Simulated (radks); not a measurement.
Results of a calculation; reference values are marked as such.
The dysprosium ion Dy+ inside a hard spherical wall (all orbitals vanish at R), configuration held at [Xe] 4f10 6s1 and not refilled when levels cross. Code: a radial shooting solver on a logarithmic mesh with Libxc functionals. Model: scalar-relativistic Kohn-Sham, LDA (Slater exchange, VWN5 correlation), spin-polarised, spherical densities, point nucleus; open shells are filled with parallel spins first (spin-orbit coupling, left out, can overturn this in heavy ions). Eigenvalues in eV for spin up, with the zero of energy where the potential of the charges vanishes at infinity; a dash marks a level that is unbound or too diffuse for the functional's potential to be trusted. A positive occupied level is held by the wall or, in an anion where self-interaction has pushed it up, behind a barrier. The pressure on the wall is -dE/dV.

R (bohr)	E (hartree)	kinetic (hartree)	e(5s)	e(5p)	e(4f)	e(6s)	e(5d, empty)	e(6p, empty)	pressure (GPa)
free	-12149.2588	13105.466	-56.341	-32.568	-10.977	-9.459	-7.470	-5.824	0
12	-12149.2588	13105.467	-56.339	-32.566	-10.976	-9.458	-7.469	-5.816	0.000290
10	-12149.2586	13105.469	-56.326	-32.553	-10.963	-9.445	-7.457	-5.756	0.00664
5	-12149.1533	13106.017	-54.780	-31.094	-9.348	-5.952	-5.469	0.706	11.9
4	-12148.8808	13107.231	-52.744	-29.163	-7.008	1.148	-2.205	11.199	76.3
3.5	-12148.4740	13109.041	-50.442	-26.849	-4.223	9.996	1.649	23.092	232
3	-12147.4600	13113.443	-45.873	-21.912	1.397	28.208	9.408	45.894	829
2	-12135.2763	13158.948	-8.984	21.782	40.208	168.58	69.820	204.24	19400
